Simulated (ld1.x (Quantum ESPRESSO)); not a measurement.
## Varying the TM potential for Ta

Base potential:

Ta, norm-conserving Troullier–Martins (Kleinman–Bylander form), made with ld1.x (Quantum ESPRESSO) 7.5 (BP86, scalar-relativistic). Core [Kr] 4d10 4f14 5s2, reference 5p6 5d4 6s1 6p0. Waves: 6s (bound): rc 2.85 bohr; 5d (bound): rc 1.70 bohr; 5p (bound): rc 1.95 bohr. Local part: the p channel. Core correction: none.

Cutoffs, loose and tight: the cutoffs (Ry, on a coarse ladder) from which the occupation-weighted sum of valence levels, in a spherical-Bessel basis at the reference potential, stays within 10 and 1 mRy of its value at 400 Ry. They do not see the model core or the augmentation charge, which bear on the density cutoff. Test errors are all-electron minus pseudo excitation energies from the reference, over the configurations 5p6 5d3 6s2 6p0; 5p6 5d3 6s1 6p0; 5p6 5d3 6s0 6p0; 5p6 5d3 6s0 6p1; 5p6 5d3 6s0 6p2; 5p6 5d1 6s0 6p0; 5p5 5d3 6s2 6p0. A dash means not determined; rows that change the core or the reference have their own tests. The largest error is taken over the tests solved by every variant that gives reliable tests at all: 5p6 5d1 6s0 6p0; 5p6 5d3 6s0 6p0; 5p6 5d3 6s0 6p1; 5p6 5d3 6s0 6p2; 5p6 5d3 6s1 6p0; 5p6 5d3 6s2 6p0.

A true bound ghost makes a file unfit for plane-wave use even where its test errors are small: the radial tests pick states by their node count and pass the ghost by. Where a test does run into it, the solver fails or the error is huge.

```csv
change,outcome,"cutoff, loose","cutoff, tight",bound ghosts,largest test error (meV)
base,generated,35 Ry,45 Ry,s,+284
```

What comes out with this change to the base: wave 5p (bound): rc 1.95 bohr becomes 5p (bound): rc 2.80 bohr?

outcome: generated; cutoff, loose: 30 Ry; cutoff, tight: 40 Ry; bound ghosts: s; largest test error (meV): +144.

What comes out with this change to the base: wave 5p (bound): rc 1.95 bohr becomes 5p (bound): rc 1.84 bohr?

outcome: generated; cutoff, loose: 35 Ry; cutoff, tight: 50 Ry; bound ghosts: s; largest test error (meV): +230.

What comes out with this change to the base: wave 5p (bound): rc 1.95 bohr becomes 5p (bound): rc 2.04 bohr?

outcome: generated; cutoff, loose: 30 Ry; cutoff, tight: 45 Ry; bound ghosts: s; largest test error (meV): +339.
